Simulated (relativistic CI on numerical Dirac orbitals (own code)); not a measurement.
# Magnetism of Co+, 3d8, in a crystal field

Calculated by Dirac-Coulomb-Breit CI, separate exchange-only KLI orbitals for each configuration, a model potential for QED, valence Slater integrals scaled by 0.75, one configuration in a parametric crystal field (own radial code).

Field parameters in Wybourne normalisation: D3d B²₀ = −7Dσ, B⁴₀ = −14Dq − 21Dτ, B⁴₃ = −14√(10/7) Dq. The field is a parameter set, without covalency.

S is read from ⟨S²⟩ = S(S + 1).

Powder χT (cm³ K mol⁻¹) by Van Vleck's formula, with temperature-independent terms:

```tsv
Field	2 K	5 K	10 K	20 K	50 K	100 K	200 K	300 K
D3d, 10Dq = 5800, Dσ = -1200, Dτ = 90 cm⁻¹	0.2	0.497	0.891	1.18	1.29	1.32	1.35	1.38
D3d, 10Dq = 5800, Dσ = -980, Dτ = 90 cm⁻¹	0.235	0.581	0.977	1.21	1.29	1.32	1.35	1.38
D3d, 10Dq = 5800, Dσ = -760, Dτ = 90 cm⁻¹	0.291	0.704	1.07	1.24	1.3	1.32	1.35	1.38
D3d, 10Dq = 5800, Dσ = -550, Dτ = 90 cm⁻¹	0.389	0.874	1.16	1.26	1.3	1.32	1.35	1.38
D3d, 10Dq = 5800, Dσ = -330, Dτ = 90 cm⁻¹	0.616	1.09	1.24	1.28	1.3	1.32	1.35	1.39
D3d, 10Dq = 5800, Dσ = -110, Dτ = 90 cm⁻¹	1.13	1.26	1.28	1.29	1.3	1.32	1.35	1.39
D3d, 10Dq = 5800, Dσ = 110, Dτ = 90 cm⁻¹	1.21	1.28	1.29	1.29	1.31	1.32	1.36	1.39
D3d, 10Dq = 5800, Dσ = 330, Dτ = 90 cm⁻¹	0.976	1.19	1.26	1.29	1.31	1.32	1.36	1.39
```

(1) For D3d, 10Dq = 5800, Dσ = -1200, Dτ = 90 cm⁻¹: what effective moment follows at 300 K?

Answers

(1) μ_eff = √(8χT) = 3.33 μB. The ground level has S = 1.00; the spin-only moment for S = 1 is 2.83 μB. The difference comes from the orbital moment, spin-orbit mixing of terms and temperature-independent paramagnetism, all larger in this ionic model than in covalent complexes.
